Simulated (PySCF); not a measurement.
# Reading the logs of faulty runs: AlBGeH5O

These are calculations, not measurements. They come from PySCF 2.14.0, an open-source quantum chemistry program, on an isolated molecule that a program drew, which may never have been made. The molecule is AlBGeH5O (charge 0, doublet), drawn as the SMILES string `[AlH2][B][O][GeH3]`.

Each row is a Hartree-Fock (HF) and frozen-core CCSD(T) single point in the cc-pV(D+d)Z basis, meant for a local HF minimum. Run 1 is clean. Each other run has one planted mistake out of seven kinds, and not every kind appears here: one electron removed, one electron added, multiplicity raised by two, geometry at a saddle point, minimal basis STO-3G, one bond length entered in bohr, all coordinates scaled. The reference is restricted for singlets and unrestricted otherwise, and also for a bond in bohr. Adding or removing an electron swaps singlet and doublet. Electrons count all cores. HOMO and LUMO are orbital energies over both spins, the gradient is its largest component, and the lowest frequency (negative if imaginary) is given only where the gradient is small. Bond lengths are over the 8 bonds as drawn. T1 is the CCSD diagnostic: over 0.02 (restricted) or 0.045 (unrestricted) a single reference is doubtful. Germanium has the cc-pVDZ-PP basis, with a core potential (ECP10MDF) in place of its 10 inner electrons, and its 3s, 3p and 3d shells are frozen in CCSD(T).

Geometry of the clean run:
```xyz
9
AlBGeH5O, angstrom
Al    0.2961   -3.9870   -0.7801
B     0.6771   -1.9867   -0.9332
O     0.8887   -0.7179   -0.9992
Ge    0.2132    0.7400   -0.1245
H     1.1797   -4.8343    0.2211
H    -0.8230   -4.6009   -1.7138
H    -0.3958    1.5973   -1.2212
H    -0.8101    0.2197    0.8735
H     1.4209    1.3871    0.5321
```

| run | electrons | basis functions | <S^2> | HOMO (eV) | LUMO (eV) | gradient (hartree/bohr) | lowest frequency (cm^-1) | mean bond (Å) | longest bond (Å) | T1 | HF (hartree) | CCSD(T) (hartree) | mistake |
|---|---|---|---|---|---|---|---|---|---|---|---|---|---|
| 1 | 63 | 99 | 0.757 | -6.20 | 1.63 | 3.6e-06 | 38 | 1.6103 | 2.042 | 0.0176 | -637.75092 | -638.22558 | no fault |
| 2 | 63 | 99 | 1.545 | -6.26 | 1.23 | 8.4e-03 | - | 1.7862 | 2.989 | 0.0607 | -637.64886 | -638.11989 | one bond length entered in bohr |
| 3 | 64 | 99 | 0.000 | 0.45 | 6.02 | 5.8e-02 | - | 1.6103 | 2.042 | 0.0216 | -637.70838 | -638.22071 | one electron added |
| 4 | 62 | 99 | 0.000 | -16.31 | -4.82 | 1.1e-01 | - | 1.6103 | 2.042 | 0.0180 | -637.54988 | -638.01194 | ? |

**Which mistake was planted in run 4, and what did it cost?**

It counts 62 electrons, one fewer than the clean run, at the same geometry and basis. So the mistake is: one electron removed. Subtracting run 1 and multiplying by 627.51 kcal/mol a hartree, the energy moved by 126.2 kcal/mol in HF and 134.1 kcal/mol in CCSD(T).

Cautions from the logs. Run 2: T1 is over the limit, so its CCSD(T) energy is less reliable; run 3: T1 is over the limit, so its CCSD(T) energy is less reliable and the HOMO is above zero, so the electron isn't bound and the energy depends on the basis.
